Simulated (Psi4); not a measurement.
F$_{4}$Nb (SMILES [F][Nb+]([F])([F])[F]), charge +1, singlet, geometry from GFN2-xTB (such geometries of metal compounds can be far from the true shape) (the multiplicity is a formal guess) (core potentials on Nb); BHHLYP/def2-SVP (Psi4 1.11).

Here is a job for Psi4.
```
memory 2 GB

molecule {
1 1
  Nb    0.00000000    0.00000000    0.00000000
  F     1.17246974    0.82655382   -1.02271078
  F     0.84174568   -1.10525698    1.08336747
  F    -1.12257521   -0.90821621   -1.00934735
  F    -0.89164022    1.18691937    0.94869067
}

set basis def2-svp

energy('bhhlyp')
print_variables()
```

Problem. Predict the main parts of the log of this Psi4 run.

Solution. 
```
   => Loading Basis Set <=

    Name: DEF2-SVP
    Role: ORBITAL
    Keyword: BASIS

    !!!  WARNING: ECP capability is in beta. Please check occupations closely.  !!!

         ---------------------------------------------------------
                                   SCF
               by Justin Turney, Rob Parrish, Andy Simmonett
                          and Daniel G. A. Smith
                              RKS Reference
         ---------------------------------------------------------

  ==> Geometry <==

    Molecular point group: cs
    Full point group: Td

    Geometry (in Angstrom), charge = 1, multiplicity = 1:

       Center              X                  Y                   Z               Mass
    ------------   -----------------  -----------------  -----------------  -----------------
         NB           0.000000001590    -0.000000000003     0.000000000000    92.906373000000
         F            1.554799926819     0.828499270129     0.000000000000    18.998403162730
         F           -0.127708345632    -1.009106139383     1.438474621064    18.998403162730
         F           -0.127708345632    -1.009106139383    -1.438474621064    18.998403162730
         F           -1.299383243330     1.189713008654     0.000000000000    18.998403162730

  Running in cs symmetry.

  Rotational constants: A =      0.10720  B =      0.10720  C =      0.10720 [cm^-1]
  Rotational constants: A =   3213.92472  B =   3213.92472  C =   3213.92472 [MHz]
  Nuclear repulsion =  229.965454059468499

  Charge       = 1
  Multiplicity = 1
  Electrons    = 48
  Nalpha       = 24
  Nbeta        = 24

  ==> Algorithm <==

  SCF Algorithm Type is DF.
  DIIS enabled.
  MOM disabled.
  Fractional occupation disabled.
  Guess Type is SAD.
  Energy threshold   = 1.00e-06
  Density threshold  = 1.00e-06
  Integral threshold = 1.00e-12

  ==> Primary Basis <==

  Basis Set: DEF2-SVP
    Blend: DEF2-SVP
    Number of shells: 35
    Number of basis functions: 87
    Number of Cartesian functions: 96
    Spherical Harmonics?: true
    Max angular momentum: 3

  Core potential: DEF2-SVP
    Number of shells: 4
    Number of ECP primitives: 14
    Number of ECP core electrons: 28
    Max angular momentum: 3

  ==> DFT Potential <==

   => LibXC <=

    Version 7.1.2
    S. Lehtola, C. Steigemann, M. J. T. Oliveira, and M. A. L. Marques,  SoftwareX 7, 1–5 (2018) (10.1016/j.softx.2017.11.002)

   => Composite Functional: BHANDHLYP <=

    BHandHLYP Hyb-GGA Exchange-Correlation Functional

    A. D. Becke,  J. Chem. Phys. 98, 1372 (1993) (10.1063/1.464304)
    Defined through Gaussian implementation.

    Deriv               =              1
    GGA                 =           TRUE
    Meta                =          FALSE

    Exchange Hybrid     =           TRUE
    MP2 Hybrid          =          FALSE

   => Exchange Functionals <=

    0.5000         Becke 88

   => Exact (HF) Exchange <=

    0.5000               HF

   => Correlation Functionals <=

    1.0000   Lee, Yang & Parr

   => LibXC Density Thresholds  <==

    XC_HYB_GGA_XC_BHANDHLYP:  1.00E-15

   => Molecular Quadrature <=

    Radial Scheme          =       TREUTLER
    Pruning Scheme         =           NONE
    Nuclear Scheme         =       TREUTLER

    Blocking Scheme        =         OCTREE
    BS radius alpha        =              1
    Pruning alpha          =              1
    Radial Points          =             75
    Spherical Points       =            302
    Total Points           =         109676
    Total Blocks           =            899
    Max Points             =            256
    Max Functions          =             84
    Weights Tolerance      =       1.00E-15

   => Loading Basis Set <=

    Name: (DEF2-SVP AUX)
    Role: JKFIT
    Keyword: DF_BASIS_SCF

  ==> Integral Setup <==

  SCF_SUBTYPE=INCORE selected. In-core MEM_DF algorithm will be used.
  Using in-core AOs.

  ==> MemDFJK: Density-Fitted J/K Matrices <==

    J tasked:                   Yes
    K tasked:                   Yes
    wK tasked:                   No
    Algorithm:                 Core
    Schwarz Cutoff:           1E-12
    Mask sparsity (%):       3.1180
    Fitting Condition:        1E-10

   => Auxiliary Basis Set <=

  Basis Set: (DEF2-SVP AUX)
    Blend: DEF2-UNIVERSAL-JKFIT
    Number of shells: 149
    Number of basis functions: 563
    Number of Cartesian functions: 756
    Spherical Harmonics?: true
    Max angular momentum: 6

  Minimum eigenvalue in the overlap matrix is 2.1527091280E-02.
  Reciprocal condition number of the overlap matrix is 5.7920151047E-03.
    Using symmetric orthogonalization.

  ==> Pre-Iterations <==

  SCF Guess: Superposition of Atomic Densities via on-the-fly atomic UHF (no occupation information).

   -------------------------
    Irrep   Nso     Nmo
   -------------------------
     A'        55      55
     A"        32      32
   -------------------------
    Total      87      87
   -------------------------

  ==> Iterations <==

                           Total Energy        Delta E     RMS |[F,P]|

   @DF-RKS iter SAD:  -454.79757089362829   -4.54798e+02   0.00000e+00
   @DF-RKS iter   1:  -455.20584619866685   -4.08275e-01   1.66109e-02 DIIS/ADIIS
   @DF-RKS iter   2:  -453.39712614433392    1.80872e+00   4.02751e-02 DIIS/ADIIS
   @DF-RKS iter   3:  -455.66607497873576   -2.26895e+00   3.99508e-03 DIIS/ADIIS
   @DF-RKS iter   4:  -455.68773731247137   -2.16623e-02   5.46949e-04 DIIS/ADIIS
   @DF-RKS iter   5:  -455.68814411879771   -4.06806e-04   3.15840e-04 DIIS/ADIIS
   @DF-RKS iter   6:  -455.68829047468085   -1.46356e-04   7.58324e-05 DIIS
   @DF-RKS iter   7:  -455.68830579093964   -1.53163e-05   1.77856e-05 DIIS
   @DF-RKS iter   8:  -455.68830666413538   -8.73196e-07   1.53092e-06 DIIS
   @DF-RKS iter   9:  -455.68830667747960   -1.33442e-08   5.57706e-07 DIIS
  Energy and wave function converged.

  ==> Post-Iterations <==

   Electrons on quadrature grid:
      Ntotal   =   48.0000168603 ; deviation = 1.686e-05

    Orbital Energies [Eh]
    ---------------------

    Doubly Occupied:

[...]
    Virtual:

[...]
    Final Occupation by Irrep:
             Ap   App
    DOCC [    16,    8 ]
    NA   [    16,    8 ]
    NB   [    16,    8 ]

  @DF-RKS Final Energy:  -455.68830667747960

   => Energetics <=

    Nuclear Repulsion Energy =            229.9654540594684988
    One-Electron Energy =               -1097.3636152691785810
    Two-Electron Energy =                 436.7823214942286540
    DFT Exchange-Correlation Energy =     -25.0724669619981491
    Empirical Dispersion Energy =           0.0000000000000000
    VV10 Nonlocal Energy =                  0.0000000000000000
    Total Energy =                       -455.6883066774796021

Computation Completed

Properties will be evaluated at   0.000000,   0.000000,   0.000000 [a0]

Properties computed using the SCF density matrix

 Multipole Moments:

 ------------------------------------------------------------------------------------
     Multipole            Electronic (a.u.)      Nuclear  (a.u.)        Total (a.u.)
 ------------------------------------------------------------------------------------

 L = 1.  Multiply by 2.5417464519 to convert [e a0] to [Debye]
 Dipole X            :         -0.0000152           -0.0000001           -0.0000153
 Dipole Y            :         -0.0000391            0.0000000           -0.0000391
 Dipole Z            :          0.0000000            0.0000000            0.0000000
 Magnitude           :                                                    0.0000420

 ------------------------------------------------------------------------------------

  Variable Map:
  ----------------------------------------------------------------------------
[...]
  Array Variable Map:
  ----------------------------------------------------------------------------
[...]
[...]
```
